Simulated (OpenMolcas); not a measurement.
## Ag VII: effect of the IPEA shift

- Program: OpenMolcas 26.06
- Basis: ANO-RCC-VTZP [7s6p4d2f1g]
- Scalar Hamiltonian: DKH2, point nucleus
- Active space: 5 electrons in 5 orbitals (4d)
- State averaging: 2S+1 = 6 even, 1 root; 2S+1 = 4 even, 24 roots; 2S+1 = 2 even, 75 roots
- Spin-orbit coupling: state interaction with AMFI integrals over the reference wave functions, term energies averaged over their components

Methods on the same reference wave functions:
A. CASSCF
B. MS-CASPT2, IPEA 0 Eh, imaginary shift 0.1 Eh (closed shells correlated: 4s 4p)
C. MS-CASPT2, IPEA 0.25 Eh, imaginary shift 0.1 Eh (closed shells correlated: 4s 4p)

Energies in cm⁻¹ above 4d⁵ ⁶S_5/2, the measured ground level; measured values from the list in Gamrath, thesis, University of Mons (2023).

| Level | A | B | C | Measured |
| --- | --- | --- | --- | --- |
| 4d⁵ ⁶S_5/2 | 0.0 | 0.0 | 0.0 | 0.0 |
| 4d⁵ ⁴G_5/2 | 34938 | 31250 | 31380 | 29390 |
| 4d⁵ ⁴G_7/2 | 35645 | 32150 | 32240 | 30378 |
| 4d⁵ ⁴G_11/2 | 35833 | 32420 | 32510 | 30662 |
| 4d⁵ ⁴G_9/2 | 36038 | 32630 | 32710 | 30907 |
| 4d⁵ ⁴P_3/2 [55 %] | 39768 | 34780 | 34960 | 32994 |
| 4d⁵ ⁴P_1/2 [68 %] | 41188 | 36310 | 36500 | 34605 |
| 4d⁵ ⁴D_7/2 | 43750 | 38290 | 38430 | 36485 |
| 4d⁵ ⁴D_1/2 [69 %] | 45576 | 40320 | 40480 | 38685 |
| 4d⁵ ⁴D_5/2 [56 %] | 46264 | 40960 | 41150 | 39299 |
| 4d⁵ ⁴D_3/2 [55 %] | 46533 | 41360 | 41540 |  |
| 4d⁵ ²I_11/2 | 50764 | 46740 | 47030 | 44011 |
| 4d⁵ ²I_13/2 | 52061 | 48180 | 48450 | 45546 |
| 4d⁵ ²D_3/2(1) [55 %] | 57010 | 50440 | 50810 |  |
| 4d⁵ ⁴F_9/2 [63 %] | 58302 | 51820 | 52080 | 49104 |
| 4d⁵ ⁴F_5/2 | 60055 | 53660 | 53870 | 51049 |
| 4d⁵ ²F_7/2(1) [53 %] | 61734 | 55510 | 55860 |  |
| 4d⁵ ²H_9/2 [51 %] | 62551 | 56560 | 56940 |  |
| 4d⁵ ⁴F_3/2 [55 %] | 62703 | 56200 | 56500 |  |
| 4d⁵ ²G_7/2(1) | 65641 | 58570 | 59070 |  |
| 4d⁵ ²H_11/2 | 65896 | 60620 | 61030 | 57962 |
| 4d⁵ ²F_7/2(2) | 70373 | 62310 | 62780 | 59792 |
| 4d⁵ ²S_1/2 | 76464 | 66390 | 67100 |  |
| 4d⁵ ²D_3/2(2) | 84852 | 74870 | 75510 |  |

Deviations, from unrounded energies. A percentage is the sum of absolute deviations over the sum of measured energies, with the sign that they share, or ± where signs differ.

| Against measurement | Levels | A | B | C |
| --- | --- | --- | --- | --- |
| mean absolute deviation (cm-1) | 15 | 7000 | 2100 | 2300 |
| other terms of the ground configuration (%) | 15 | +17.3 | +5.2 | +5.7 |

B lies closest to measurement on these levels and A furthest from it. The largest miss of B in the table is 4d⁵ ²I_11/2, by +2700 cm-1. The ranking rests on the paired levels alone, and a cruder setting can come out closer through cancelling errors.

Between B and C the level of the table that moves most is 4d⁵ ²S_1/2, by 710 cm-1 (lowest in B, highest in C). Moves below CASPT2's spread within the term are not significant.

The mean deviations of B to C differ by less than CASPT2's widest spread within a term (680 cm-1), so their order carries little weight.

From A to B the spin-free energies of the other terms of 4d⁵ shown, above ⁶S, scale by factors of 0.87 to 0.92, as is usual when dynamic correlation screens the repulsion within a d or f shell.

The lowest spin-free term lies below A's lowest term by 0.323 hartree in B, 0.314 hartree in C.

Term energies are means over components that CASPT2 splits; among the terms shown or strongly mixed into the levels shown the widest spread is 680 cm-1 (4d⁵ ⁴F, C). Without dynamic correlation excited terms often stand tens of per cent too high (terms of higher spin than the ground term too low), and those without a measured partner can miss by more than the paired ones (holds for A). Blocks of more than 70 roots (2S+1 = 2 even) ran without multistate coupling (holds for B; C). Computed and measured levels are paired by configuration, term and J; levels that our copy of the source lacks, or whose pairing is in doubt (as where it misses far off the trend of its configuration), stay unpaired and out of the deviations. Levels of configurations outside the active space are missing. Levels that lie high or do not pair safely by name in every column are left out.

A share in square brackets marks a mixed level and gives the weight of the term that names it, the lowest over the columns. A number in round brackets counts repeated terms of one configuration in the order of the reference energies.
